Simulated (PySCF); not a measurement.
Species: C₄H₂F₃S (doublet state).
Numbering: `[CH2:1][C:2](=[S:3])[C:4]([F:5])=[C:6]([F:7])[F:8]` (hydrogens: H9, H10 on C1)

Level of theory: UKS B3LYP, pcH-1 on C F H S, non-relativistic, mean-field spin-orbit, GIAO in PySCF. Geometry: GFN2-xTB, one conformer, isolated molecule. A GFN2-xTB geometry isn't a minimum of the functional, and hyperfine couplings can be far from their values at a DFT geometry, by a factor of two or more for some ions and for spin on atoms past the first row.

Output of the driver script. Atoms in this output count from 0.

```
UKS, coarse grid
  cycle   1  E = -851.00176946  |g| = 6.99e-01
  cycle   2  E = -847.77421530  |g| = 2.16e+00
  cycle   3  E = -851.14808407  |g| = 4.72e-01
  cycle   4  E = -851.23214854  |g| = 2.53e-01
  cycle   5  E = -851.26683015  |g| = 9.71e-02
  cycle   6  E = -851.26989134  |g| = 6.83e-02
  cycle   7  E = -851.27296542  |g| = 2.75e-02
  cycle   8  E = -851.27345182  |g| = 1.27e-02
  cycle   9  E = -851.27354908  |g| = 3.53e-03
  cycle  10  E = -851.27356186  |g| = 1.74e-03
  cycle  11  E = -851.27356472  |g| = 1.04e-03
  cycle  12  E = -851.27356601  |g| = 3.98e-04
UKS, final grid
  cycle   1  E = -851.27362615  |g| = 4.16e-04
  cycle   2  E = -851.27362617  |g| = 6.54e-04
  cycle   3  E = -851.27362637  |g| = 1.28e-04
  cycle   4  E = -851.27362641  |g| = 1.20e-04
  cycle   5  E = -851.27362645  |g| = 5.86e-05
  cycle   6  E = -851.27362645  |g| = 1.31e-05
E = -851.27362645 Eh   <S^2> = 0.7771 (exact 0.7500)
g shifts (ppm)      1          2          3
  rmc          -196       -196       -196
  gc            -11         46         40
  oz_so         115       9646     172491
  total         -92       9496     172335
hyperfine (MHz)  atom isotope    a_iso     a_fc   dipolar eigenvalues
    0   13C      36.61      36.61    -37.73    -36.41     74.15
    1   13C     -34.97     -34.97    -16.82      6.60     10.22
    2   33S      13.70      13.70    -68.21    -66.88    135.09
    3   13C       6.22       6.22     -2.85     -1.93      4.78
    4   19F       1.52       1.52     -9.95     -4.08     14.02
    5   13C      -7.17      -7.17    -12.04      5.55      6.50
    6   19F     -10.06     -10.06    -31.84     13.45     18.39
    7   19F     -13.06     -13.06    -18.56      8.48     10.08
    8    1H     -30.21     -30.21    -14.32     -2.43     16.75
    9    1H     -31.14     -31.14    -18.17     -1.32     19.49
```

**Question.** Find the weak point of this converged calculation.

**Answer.** The largest g shift is +0.172, past the limit of 0.03 at which the run flags a species of elements up to argon. The orbital-Zeeman/spin–orbit term is second order, a sum of spin–orbit matrix elements over excitation energies, so it grows and becomes less reliable as an excited state comes close; a shift this large should be checked with a method that treats spin–orbit coupling variationally or among several states. The contact and dipolar couplings don't rest on that expansion, but they belong to the state that the SCF found, and a close-lying state with the spin in another orbital would have other couplings; no stability test was run. The run left out the spin–orbit part of the hyperfine coupling.

**Question.** Where is the spin in this solution (atoms counted from 1)?

**Answer.** The Mulliken spin populations are largest on S3 (+0.75), C1 (+0.49) and C2 (-0.17). The positive populations add up to 1.27 and the negative ones to -0.27, together 2S = 1. The unrestricted determinant has ⟨S²⟩ = 0.7771 (exact 0.7500), 3.6 % above the value of a pure doublet state. The SMILES `[CH2]C(=S)C(F)=C(F)F` draws the unpaired electron on C1, whose computed spin population is only +0.49.

**Question.** Average a_iso over equivalent nuclei, turn it into first-order splittings with g = 2.0023, and give the multiplets for abundant isotopes (0.05 mT or more).

**Answer.** 
```
nuclei (from 1)  isotope    I         position  a_iso (MHz)  |a| (mT)  splits into
            H10       1H  1/2   1 bond from C1        -31.1      1.11  1:1 doublet
             H9       1H  1/2   1 bond from C1        -30.2      1.08  1:1 doublet
             F8      19F  1/2  4 bonds from S3        -13.1      0.47  1:1 doublet
             F7      19F  1/2  4 bonds from S3        -10.1      0.36  1:1 doublet
             F5      19F  1/2  3 bonds from C1          1.5      0.05  1:1 doublet
```

H9 and H10 aren't averaged: C1 is flat or nearly so (angle sum 360°), and its turn about the short C1–C2 bond (1.35 Å) is taken as slow. Main spin sites, with 60 % or more of the largest population: C1, S3; positions count bonds from the nearest.
